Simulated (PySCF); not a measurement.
CdTe (SMILES [Cd]=[Te]), singlet, at a GFN2-xTB geometry (such geometries of metal compounds can be far from the true shape) (core potentials on Cd, Te). Base run: BLYP/def2-SVP run with PySCF.

Input for PySCF:
```python
from pyscf import gto, scf, dft

mol = gto.M(
    atom='''
Cd   -0.00000000   -0.00000000   -1.30301088
Te    0.00000000    0.00000000    1.20277927
''',
    basis='def2-svp',
    ecp={'Cd': 'def2-svp', 'Te': 'def2-svp'},
    verbose=3,
)

mf = dft.RKS(mol)
mf.xc = 'blyp'
mf.kernel()
```

The base run was repeated with changes; each row names its change, and settings that it needs were set with it.

```csv
change,ΔE vs base (mEh),fitting functions,dipole (D),outcome
base,0.000,-,3.91,converged
auxbasis = def2-tzvp-ri,-,-,-,stopped with an error
auxbasis = default (with mf = mf.density_fit()),-0.073,147,3.91,converged
auxbasis = autoaux,-0.062,446,3.91,converged
auxbasis = even-tempered beta=1.6,-0.005,651,3.91,converged
auxbasis = cc-pvdz-jkfit,-,-,-,stopped with an error
auxbasis = def2-universal-jkfit,-0.131,473,3.91,converged
auxbasis = def2-universal-jfit,-0.073,147,3.91,converged
auxbasis = def2-svp-ri,-,-,-,stopped with an error
auxbasis = even-tempered beta=3.0,-180.4,288,3.89,converged
```

A fitting set is made for a task (jfit for Coulomb, jkfit for Coulomb and exchange, ri for correlation) and for a family of orbital bases.

- auxbasis = def2-tzvp-ri: ended with `pyscf.lib.exceptions.BasisNotFoundError: Basis set not found for Cd in def2-tzvp-ri`
- auxbasis = cc-pvdz-jkfit: ended with `pyscf.lib.exceptions.BasisNotFoundError: Basis set not found for Cd in cc-pvdz-jkfit`
- auxbasis = def2-svp-ri: ended with `pyscf.lib.exceptions.BasisNotFoundError: Basis set not found for Cd in def2-svp-ri`
